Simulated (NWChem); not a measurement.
The numbers come from NWChem runs, not from measurements. System: MgO, charge 1, spin multiplicity 2, at the geometry of a parent with another charge or spin, in a state set for the comparison that need not be this species' ground state. Its SCF solution wasn't tested for a lower state. Level: UB2PLYP/def2-TZVP, 6 core orbitals frozen.

Job file:

```
start mol
memory heap 200 mb stack 900 mb global 1100 mb
charge 1
geometry units angstroms nocenter noautoz
  Mg     0.000000     0.000000     0.699045
  O      0.000000     0.000000    -1.048568
  symmetry group C2v
end
basis spherical
  * library def2-tzvp
end
dft
  xc hfexch 0.53 becke88 0.47 lyp 0.73 mp2 0.27
  dftmp2
  odft
  mult 2
  semidirect memsize 60000000 filesize 0
  iterations 100
end
mp2
  freeze core 6
end
task dft energy
```

Part of the output:

```
             Northwest Computational Chemistry Package (NWChem) 7.3.0
             --------------------------------------------------------

                                NWChem Input Module
                                -------------------

 Scaling coordinates for geometry "geometry" by  1.889725989
 (inverse scale =  0.529177249)

 Turning off AUTOSYM since
 SYMMETRY directive was detected!

                             Geometry "geometry" -> ""
                             -------------------------

 Output coordinates in angstroms (scale by  1.889725989 to convert to a.u.)

  No.       Tag          Charge          X              Y              Z
 ---- ---------------- ---------- -------------- -------------- --------------
    1 Mg                  12.0000     0.00000000     0.00000000     0.69904500
    2 O                    8.0000     0.00000000     0.00000000    -1.04856800

 Effective nuclear repulsion energy (a.u.)      29.0688017908

            Nuclear Dipole moment (a.u.)
            ----------------------------
        X                 Y               Z
 ---------------- ---------------- ----------------
     0.0000000000     0.0000000000    -0.0000075589

      Symmetry information
      --------------------

 Group name             C2v
 Group number             16
 Group order               4
 No. of unique centers     2

      Symmetry unique atoms

     1    2


 Summary of "ao basis" -> "" (spherical)
 ------------------------------------------------------------------------------
       Tag                 Description            Shells   Functions and Types
 ---------------- ------------------------------  ------  ---------------------
 *                         def2-tzvp                  on all atoms

  dft_input: which_mp2 not specified, using semidirect MP2 by default.

                                 NWChem DFT Module
                                 -----------------

 Summary of "ao basis" -> "ao basis" (spherical)
 ------------------------------------------------------------------------------
       Tag                 Description            Shells   Functions and Types
 ---------------- ------------------------------  ------  ---------------------
 Mg                        def2-tzvp                12       32   5s4p3d
 O                         def2-tzvp                11       31   5s3p2d1f

 Summary of "ao basis" -> "ao basis" (spherical)
 ------------------------------------------------------------------------------
       Tag                 Description            Shells   Functions and Types
 ---------------- ------------------------------  ------  ---------------------
 Mg                        def2-tzvp                12       32   5s4p3d
 O                         def2-tzvp                11       31   5s3p2d1f

      Symmetry analysis of basis
      --------------------------

        a1         29
        a2          6
        b1         14
        b2         14

            General Information
            -------------------
          SCF calculation type: DFT
          Wavefunction type:  spin polarized.
          No. of atoms     :     2
          No. of electrons :    19
           Alpha electrons :    10
            Beta electrons :     9
          Charge           :     1
          Spin multiplicity:     2
          Use of symmetry is: on ; symmetry adaption is: on
          Maximum number of iterations: 100
          AO basis - number of functions:    63
                     number of shells:    23
[...]
 overlap   1.000  1.000  1.000  1.000  1.000  1.000  0.999  0.850  0.997  0.999

   alpha     11     12     13     14     15     16     17     18     19     20
    beta     10     13     12     14     15     16     17     19     18     20
 overlap   0.997  0.868  1.000  0.999  1.000  1.000  1.000  0.959  1.000  1.000

   alpha     21     22     23     24     25     26     27     28     29     30
    beta     22     21     23     27     24     25     26     28     30     29
 overlap   0.993  1.000  1.000  0.994  1.000  1.000  1.000  0.999  0.981  1.000

   alpha     31     32     33     34     35     36     37     38     39     40
    beta     31     32     34     33     35     39     36     37     38     40
 overlap   0.999  0.999  0.987  1.000  0.988  0.750  0.981  0.750  0.981  0.998

   alpha     41     42     43     44     45     46     47     48     49     50
    beta     42     41     43     44     45     51     47     49     46     48
 overlap   0.999  1.000  1.000  1.000  1.000  0.870  0.968  0.747  1.000  0.870

   alpha     51     52     53     54     55     56     57     58     59     60
    beta     50     52     54     53     56     55     58     57     59     61
 overlap   0.747  0.968  0.975  0.989  0.941  0.997  0.981  0.989  0.992  0.941

   alpha     61     62     63
    beta     60     62     63
 overlap   0.997  0.993  1.000

     --------------------------
     Expectation value of S2:
     --------------------------
      <S2> =      0.7605 (Exact =     0.7500)

 center of mass
 --------------
 x =   0.00000000 y =   0.00000000 z =  -0.00024241

 moments of inertia (a.u.)
 ------------------
         104.656981808976           0.000000000000           0.000000000000
           0.000000000000         104.656981808976           0.000000000000
           0.000000000000           0.000000000000           0.000000000000

     Multipole analysis of the density
     ---------------------------------

     L   x y z        total         alpha         beta         nuclear
     -   - - -        -----         -----         ----         -------
     0   0 0 0      1.000000    -10.000000     -9.000000     20.000000

     1   1 0 0     -0.000000      0.000000     -0.000000      0.000000
     1   0 1 0      0.000000      0.000000     -0.000000      0.000000
     1   0 0 1      3.368515      2.714670      0.653853     -0.000008

     2   2 0 0     -7.668092     -3.888736     -3.779357      0.000000
     2   1 1 0     -0.000000     -0.000000     -0.000000      0.000000
     2   1 0 1      0.000000      0.000000      0.000000      0.000000
     2   0 2 0     -6.485355     -3.831677     -2.653678      0.000000
     2   0 1 1      0.000000      0.000000      0.000000      0.000000
     2   0 0 2     -4.985474    -30.671117    -26.665894     52.351538

                   NWChem MP2 Semi-direct Energy/Gradient Module
                   ---------------------------------------------

  Basis functions       =     63
  Molecular orbitals    =     63
  Frozen core           =      6
  Frozen virtuals       =      0
  Active alpha occupied =      4
  Active beta occupied  =      3
  Active alpha virtual  =     53
  Active beta virtual   =     54
  Use MO symmetry       = T
  Use skeleton AO sym   = T

  AO/Fock/Back tols     =   1.0D-09  1.0D-09  1.0D-09

 GA uses MA = F    GA memory limited = T

 Available:
  local mem=  4.43D+07
 global mem=  1.44D+08
 local disk=  0.00D+00
  mp2_memr nvloc                    53
  nvloc new                    53
   1 passes of   4:        4194304                      18692                   1454228.
   1 passes of   4: M     44321847           G      144171262           F      40127543.

 Semi-direct pass number   1 of   1  for UHF alpha       at        1.0s
  vrange nnbf                  2008
  mp2_eaftype                    10  avail_ma_in_mb                   386
 EAF : mp2_eaftype filesize          10     727114.
  mp2_eaf for mointskh                     10
Node 0 wrote      3.4 Mb in      0.0 s     Agg I/O rate:  2083.2 Mb/s
 Done moints_semi at        1.6s
  mp2_eaftype                    10  avail_ma_in_mb                   386
 EAF : mp2_eaftype filesize          10     727114.
  mp2_eaf for kh                    10
 Done maket at        1.6s
 Done multipass loop at        1.6s

 GA uses MA = F    GA memory limited = T

 Available:
  local mem=  4.43D+07
 global mem=  1.44D+08
 local disk=  0.00D+00
  mp2_memr nvloc                    54
  nvloc new                    54
   1 passes of   3:        4194304                      16193                   1112868.
   1 passes of   3: M     44321847           G      144171262           F      40127543.

 Semi-direct pass number   1 of   1  for UHF beta        at        1.6s
  vrange nnbf                  2008
  mp2_eaftype                    10  avail_ma_in_mb                   386
 EAF : mp2_eaftype filesize          10     556434.
  mp2_eaf for mointskh                     10
Node 0 wrote      2.6 Mb in      0.0 s     Agg I/O rate:  1811.5 Mb/s
 Done moints_semi at        2.3s
  mp2_eaftype                    10  avail_ma_in_mb                   386
 EAF : mp2_eaftype filesize          10     556434.
  mp2_eaf for kh                    10
 Done maket at        2.3s
 Done multipass loop at        2.3s

          -------------------------------------------
          DFT energy                    -274.738441414950
          Unscaled MP2 energy             -0.252149389596
          Total DFT+MP2 energy          -274.806521750141
          -------------------------------------------

 -----------------------
 Performance information
 -----------------------

 Timer overhead =  2.05D-07 seconds/call

               Nr. of calls         CPU time (s)                 Wall time (s)                GFlops
             ---------------    -------------------     ------------------------------   -------------------
Name         Min   Avg   Max    Min     Avg     Max     Min     Avg     Max   Mx/calls   Min     Max     Sum
mp2: moin     2     2     2    1.2     1.2     1.2      1.2     1.2     1.2    0.62      0.0     0.0     0.0
mp2: make     2     2     2   2.96E-2 2.96E-2 2.96E-2  2.96E-2 2.96E-2 2.96E-2 1.48E-2   0.0     0.0     0.0
mp2: tota     1     1     1    1.3     1.3     1.3      1.3     1.3     1.3     1.3      0.0     0.0     0.0

 The average no. of pstat calls per process was 5.00D+00
 with a timing overhead of 1.02D-06s

 Task  times  cpu:        2.2s     wall:        2.2s

 Total times  cpu:        2.3s     wall:        2.3s
```
